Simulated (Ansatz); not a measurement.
Stepwise reaction of `F[Si](F)(Cl)[GeH3]` with hydrogen chloride, as a gas-phase model of exchange steps in deposition or etching. ΔE in kJ/mol; ΔG adds harmonic PBE0-D4 terms to CCSD(T)/CBS, at 1 bar.

Program: Ansatz. Geometries: PBE0-D4/def2-TZVP. ΔE: electronic, gas phase. CBS: MP2 limit from def2 TZ/QZ plus the TZ coupled-cluster correction, frozen cores. This one scheme is used for every species. Functionals use def2-TZVPP. B3LYP here is the variant with VWN-RPA as its local correlation; programs differ in this. For Ge outer-core shells are correlated without core-valence functions, which leaves a few kJ/mol of doubt a bond. Scalar relativity is left out up to krypton.

```csv
step,reaction,PBE-D4,B3LYP-D4,ωB97M-V,CCSD(T)/CBS,ΔG(500 K)
2,`F[Si](Cl)(Cl)[GeH3]` + HCl → `Cl[Si](Cl)(Cl)[GeH3]` + H–F,36.0,45.2,44.7,40.6,50.4
```

Question: Give the row of step 1, `F[Si](F)(Cl)[GeH3]` + HCl → `F[Si](Cl)(Cl)[GeH3]` + H–F. (Estimate.)

Answer: The calculation gave: 
| step | reaction | PBE-D4 | B3LYP-D4 | ωB97M-V | CCSD(T)/CBS | ΔG(500 K) |
| --- | --- | --- | --- | --- | --- | --- |
| 1 | `F[Si](F)(Cl)[GeH3]` + HCl → `F[Si](Cl)(Cl)[GeH3]` + H–F | 38.9 | 48.5 | 47.9 | 45.1 | 50.5 |

Question: By hand: ΔE of the 2 steps together at CCSD(T)/CBS.

Answer: (45.1) + (40.6) = 85.7 kJ/mol, or 42.9 kJ/mol a step.

In ΔE the steps differ by no more than 4.5 kJ/mol. All are uphill at CCSD(T)/CBS. ΔG lies between 50.4 and 50.5 kJ/mol a step. PBE-D4 differs from CCSD(T)/CBS by -6.2 to -4.6 kJ/mol a step. Isolated molecules leave out the surface, adducts and barriers. Largest T1 diagnostic: 0.012.
